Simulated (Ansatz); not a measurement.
```xyz
12

C     0.9056    1.6222   -1.4813
C     0.3541    0.6921   -0.7640
C    -0.2042   -0.2478   -0.0433
Si    0.1601   -0.3551    1.7923
B    -1.1480   -1.2296   -0.7668
F    -1.7293   -2.1946   -0.0637
H     1.8620    1.4582   -1.9652
H     0.4218    2.5835   -1.6135
H     1.1006    0.7303    2.1674
H    -1.1003   -0.2143    2.5660
H     0.7659   -1.6738    2.1102
H    -1.3883   -1.1711   -1.9380
```

The species carries charge 0 and has multiplicity 1.

Question: List the PBE/def2-TZVPP orbital energies in eV (Ansatz 0.2.0). (An estimate is asked.)

Answer: Ansatz gave: Occupied: -1779.69, -660.33, -270.34, -269.33, -269.10, -178.38, -137.45, -94.19, -94.17, -94.16, -30.30, -20.18, -17.87, -13.88, -13.54, -12.42, -11.58, -11.38, -10.98, -10.98, -9.50, -8.72, -8.52, -8.00, -7.22, -6.47. Lowest empty: -2.56, -0.93, -0.46, -0.04, 0.47, 0.93, 1.11, 1.13.
